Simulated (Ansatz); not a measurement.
Ligand exchange: SnH3(SH) + BH(SH)2 → SnH2(SH)2 + BH2(SH)

Species: SnH3(SH), singlet; BH(SH)2, singlet; SnH2(SH)2, singlet; BH2(SH), singlet. The partners trade H for SH: Sn–H and B–SH bonds give way to Sn–SH and B–H.

Shapes, held fixed at every level: PBE0-D4/def2-TZVP. Flexible molecules stand in one conformer, not always the lowest. Programs: Ansatz 0.2.0. Electronic energies: no zero-point or thermal term.

| level | kind | ΔE (kJ/mol) | less CCSD(T)/def2-TZVPP |
| --- | --- | --- | --- |
| HF/def2-TZVPP | Hartree–Fock | +3.2 | -9.8 |
| wB97M-V/def2-TZVPP | range-separated hybrid | +11.8 | -1.2 |
| B2PLYP/def2-TZVPP | double hybrid | +10.1 | -2.9 |
| MP2/def2-SVP | perturbation theory | +24.0 | +11.0 |
| CCSD/def2-SVP | coupled cluster or CI | +22.4 | +9.4 |
| CCSD/def2-TZVPP | coupled cluster or CI | +12.1 | -0.9 |
| CCSD(T)/def2-TZVPP | coupled cluster or CI | +13.0 | 0.0 |

The highest level, CCSD(T)/def2-TZVPP, gives ΔE = +13.0 kJ/mol; the levels span +3.2 to +24.0. The column of differences is taken from that level and isn't an error. No measured value is set beside it here. For atoms past krypton def2 sets carry core potentials with scalar relativity. Correlated rows may include outer-core shells of Sn, which these sets cover unevenly.
